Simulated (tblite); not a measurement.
Species: C3H6B2ClP.
Atom-mapped SMILES: `[BH2:1][PH:2][B:3]([Cl:4])[C:5]#[C:6][CH3:7]` (hydrogens: H8, H9 on B1; H10 on P2; H11, H12, H13 on C7)

Computed with GFN2-xTB (tblite), gas phase: L-BFGS steps from a force-field or distance-geometry start until the largest atomic force falls under 0.01 eV/Å.

Step 2: E = -515.9014 eV
```
atom  x, y, z in Å  |  force x, y, z in eV/Å
B1      3.2082    1.0540   -0.1158    0.793   1.418  -0.624
P2      2.0710   -0.1933    0.3549   -1.700  -0.819  -0.178
B3      0.6418   -0.8715   -0.8369    0.958   0.329   1.025
Cl4     0.9703   -2.3162   -1.6552    0.056  -0.241  -0.224
C5     -0.7503   -0.3724   -0.6686    3.002  -0.588  -0.931
C6     -1.8680   -0.1517   -0.3654   -4.886   1.126   1.338
C7     -3.2721    0.2055   -0.0068    0.909  -0.237  -2.527
H8      4.3172    1.0154    0.2390    0.167  -0.186   0.177
H9      2.9102    2.0618   -0.6813   -0.223  -0.507   0.131
H10     2.7054   -1.3377    0.7532    0.257  -0.210  -0.168
H11    -3.6359   -0.2949    0.8377   -0.126  -0.756   1.212
H12    -3.3506    1.2669    0.1305    0.100   0.504   0.141
H13    -3.9515   -0.0654   -0.8642    0.692   0.167   0.626
```

Step 3: E = -516.1130 eV
```
atom  x, y, z in Å  |  force x, y, z in eV/Å
B1      3.2173    1.0693   -0.1258    0.159   0.379  -0.155
P2      2.0495   -0.2031    0.3562   -0.680  -0.112  -0.189
B3      0.6581   -0.8601   -0.8363    0.557   0.057   0.857
Cl4     0.9716   -2.3260   -1.6587    0.048  -0.089  -0.145
C5     -0.7397   -0.3761   -0.6691   -1.549   0.367   0.297
C6     -1.9010   -0.1435   -0.3556    1.057  -0.147  -0.362
C7     -3.2677    0.2033   -0.0355   -0.180  -0.026  -0.280
H8      4.3207    1.0145    0.2418    0.142  -0.166   0.141
H9      2.9091    2.0596   -0.6798   -0.258  -0.223  -0.029
H10     2.7104   -1.3439    0.7558    0.150  -0.054  -0.269
H11    -3.6395   -0.3043    0.8526    0.265  -0.110   0.089
H12    -3.3489    1.2745    0.1321    0.069   0.118   0.029
H13    -3.9442   -0.0637   -0.8565    0.220   0.004   0.016
```

Step 4: E = -516.1493 eV
```
atom  x, y, z in Å  |  force x, y, z in eV/Å
B1      3.2203    1.0758   -0.1282   -0.033   0.014   0.009
P2      2.0387   -0.2054    0.3533   -0.251   0.080  -0.086
B3      0.6651   -0.8591   -0.8227    0.097   0.030   0.651
Cl4     0.9723   -2.3272   -1.6610    0.027  -0.003  -0.067
C5     -0.7485   -0.3736   -0.6685   -0.324   0.080   0.053
C6     -1.9003   -0.1425   -0.3572    0.212   0.020  -0.144
C7     -3.2681    0.2029   -0.0398   -0.132   0.036  -0.039
H8      4.3227    1.0120    0.2437    0.101  -0.151   0.116
H9      2.9052    2.0562   -0.6802   -0.261  -0.081  -0.097
H10     2.7127   -1.3448    0.7518    0.096   0.020  -0.301
H11    -3.6356   -0.3060    0.8540    0.282  -0.058  -0.015
H12    -3.3479    1.2761    0.1325    0.062   0.038   0.003
H13    -3.9411   -0.0638   -0.8566    0.124  -0.025  -0.082
```

Q: Estimate the geometry and energy of step 5. (The exact step hangs on the optimiser's Hessian estimate; all steps are aligned on step 4, rigid shifts and turns removed.)

A: E = -516.1785 eV, largest force 0.431 eV/Å
```
atom  x, y, z in Å  |  force x, y, z in eV/Å
B1      3.2198    1.0797   -0.1246   -0.068  -0.150   0.052
P2      2.0315   -0.2028    0.3443    0.032   0.136   0.158
B3      0.6657   -0.8711   -0.7829   -0.264   0.138   0.230
Cl4     0.9722   -2.3163   -1.6619    0.037  -0.077  -0.022
C5     -0.7542   -0.3686   -0.6752    0.412  -0.122   0.027
C6     -1.8993   -0.1409   -0.3606   -0.282   0.131  -0.021
C7     -3.2663    0.2026   -0.0452   -0.066   0.106   0.147
H8      4.3238    1.0050    0.2466    0.030  -0.124   0.089
H9      2.8945    2.0463   -0.6827   -0.238   0.065  -0.139
H10     2.7127   -1.3381    0.7349    0.111  -0.005  -0.256
H11    -3.6234   -0.3073    0.8533    0.248  -0.055  -0.053
H12    -3.3468    1.2756    0.1330    0.057   0.024  -0.018
H13    -3.9344   -0.0635   -0.8579   -0.010  -0.067  -0.195
```

The energy changes by -0.0292 eV. The first-order estimate −F·Δx gives -0.0461 eV and the mean of the old and new forces, exact on a quadratic surface, -0.0290 eV. The step makes an angle of 35° with the force vector and moves no atom by more than 0.042 Å.

What follows is the cost of the whole relaxation. Hardware: one thread of an Arm Neoverse N1, shared host with 64 logical CPUs at a one-minute load of 57. Cost: 1.2 s wall.
